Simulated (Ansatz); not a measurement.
The inner images of a band of AlCl3 + CH4 (9 atoms, charge 0, multiplicity 1) are given out of order.

All numbers below come from RKS PBE0/def2-SVP (Ansatz 0.2.0).

First end point:

```xyz
9
Properties=species:S:1:pos:R:3
Al -0.898 -1.065 0.082
Cl -2.680 0.022 0.302
Cl -0.514 -1.956 -1.778
Cl 0.040 -1.829 1.788
H -0.217 1.100 0.315
C 0.809 0.951 -0.067
H 1.022 1.825 -0.698
H 1.506 0.884 0.776
H 0.933 0.068 -0.720
```

Last end point:

```xyz
9
Properties=species:S:1:pos:R:3
Al -0.126 -0.996 -0.060
Cl -2.268 0.454 0.554
Cl -0.897 -1.900 -1.809
Cl -0.102 -2.206 1.673
H -1.629 1.576 0.519
C 1.056 0.541 -0.194
H 0.747 1.245 -0.984
H 1.147 1.089 0.759
H 2.071 0.197 -0.458
```

Task: Put them in order from the first end to the last, with their energies above the first end.
A.
```xyz
9
Properties=species:S:1:pos:R:3
Al -0.831 -1.025 0.129
Cl -2.510 0.243 0.363
Cl -0.581 -1.991 -1.713
Cl -0.012 -1.916 1.838
H -0.291 0.861 0.039
C 0.808 0.897 -0.114
H 0.868 1.893 -0.569
H 1.321 0.866 0.853
H 1.227 0.173 -0.827
```
B.
```xyz
9
Properties=species:S:1:pos:R:3
Al -0.675 -0.979 0.112
Cl -2.346 0.381 0.324
Cl -0.603 -2.020 -1.707
Cl -0.065 -1.969 1.858
H -0.370 0.835 0.014
C 0.764 0.833 -0.098
H 0.703 1.838 -0.530
H 1.282 0.855 0.866
H 1.310 0.225 -0.838
```
C.
```xyz
9
Properties=species:S:1:pos:R:3
Al -0.502 -0.957 0.084
Cl -2.242 0.489 0.290
Cl -0.624 -2.027 -1.719
Cl -0.116 -2.007 1.860
H -0.564 0.874 0.027
C 0.746 0.751 -0.082
H 0.595 1.757 -0.496
H 1.290 0.842 0.870
H 1.417 0.278 -0.833
```
D.
```xyz
9
Properties=species:S:1:pos:R:3
Al -0.361 -0.958 0.060
Cl -2.200 0.569 0.295
Cl -0.661 -2.021 -1.730
Cl -0.140 -2.035 1.852
H -0.833 0.942 0.063
C 0.802 0.683 -0.089
H 0.543 1.689 -0.471
H 1.334 0.825 0.864
H 1.516 0.306 -0.845
```
E.
```xyz
9
Properties=species:S:1:pos:R:3
Al -0.133 -1.001 -0.021
Cl -2.271 0.470 0.461
Cl -0.802 -1.966 -1.779
Cl -0.166 -2.162 1.744
H -1.554 1.532 0.299
C 1.036 0.550 -0.147
H 0.587 1.397 -0.693
H 1.359 0.903 0.845
H 1.945 0.278 -0.710
```
F.
```xyz
9
Properties=species:S:1:pos:R:3
Al -0.907 -1.058 0.119
Cl -2.655 0.078 0.377
Cl -0.569 -1.945 -1.749
Cl 0.035 -1.857 1.808
H -0.257 0.978 0.119
C 0.829 0.933 -0.104
H 1.017 1.878 -0.631
H 1.388 0.883 0.837
H 1.119 0.112 -0.776
```
G.
```xyz
9
Properties=species:S:1:pos:R:3
Al -0.207 -0.990 0.016
Cl -2.264 0.540 0.363
Cl -0.732 -2.016 -1.751
Cl -0.185 -2.101 1.809
H -1.203 1.259 0.134
C 0.937 0.596 -0.110
H 0.508 1.538 -0.506
H 1.402 0.827 0.861
H 1.744 0.347 -0.818
```

Result: F (+0.02 eV), A (+0.13 eV), B (+0.49 eV), C (+1.29 eV), D (+1.71 eV), G (+1.53 eV), E (+1.42 eV).

Run time: 3.1 min on 2 threads of Intel(R) Xeon(R) 6975P-C (Granite Rapids), on a shared host, peak memory 0.27 GiB.
